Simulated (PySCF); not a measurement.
Te(OH)(OMe) (CH4O2Te), SMILES CO[Te]O. Heavy atoms are numbered as in [Te:1]([OH:2])[O:4][CH3:5]. Hydrogens are named by the atom that carries them.

Geometry optimised at B3LYP-D3(BJ)/def2-SVP. The def2 effective core potentials stand for the cores of Te; spin–orbit coupling is left out. One conformer was computed; it need not be the lowest.

These are r2SCAN/def2-TZVP (PySCF) values and carry that method's errors.

ESP charges are fitted to the potential on shells at 1.4 to 2.0 van der Waals radii. Atomic charges (e), one atom of each kind:

```
atom      ESP fit  Mulliken  Löwdin
--------  -------  --------  ------
Te1           ___      0.45    0.52
O2 (OH)     -0.49     -0.56   -0.38
H on O2       ___      0.33    0.15
O4            ___     -0.43   -0.18
C5 (CH3)     0.02     -0.11   -0.41
H on C5      0.05      0.12    0.10
```

### Question
Fill in the missing entries. (The exact figures need the calculation; the answer reports its results.)

### Answer

- Te1, ESP fit: 0.24
- H on O2, ESP fit: 0.37
- O4, ESP fit: -0.31

Computed Mayer and Wiberg (Löwdin basis) orders of the bonds:
```csv
bond,Mayer,Wiberg
Te1–O2,1.00,1.43
Te1–O4,0.98,1.34
O4–C5,0.93,1.61
```
